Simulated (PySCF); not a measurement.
Ge(H)2(F)(Et) (C₂H₇FGe), SMILES C[CH2][GeH2][F]. Geometry: PBE-D3(BJ)/def2-SVP. Other conformers were not sampled.

Computed equilibrium geometry at PBE-D3(BJ)/def2-SVP (PySCF confirms it by a frequency run) as Cartesian coordinates in Å (one conformer of several):
```xyz
11

Ge     0.5402     0.3971    -0.1744
F      1.2041    -0.8624     0.8777
C     -1.2384    -0.2317    -0.7127
C     -2.1367    -0.5505     0.4866
H      0.4810     1.6829     0.6974
H      1.5348     0.5417    -1.3588
H     -1.6839     0.5512    -1.3642
H     -1.0864    -1.1255    -1.3536
H     -1.6723    -1.3175     1.1385
H     -2.3172     0.3479     1.1127
H     -3.1266    -0.9346     0.1650
```
Charge 0, spin multiplicity 1.
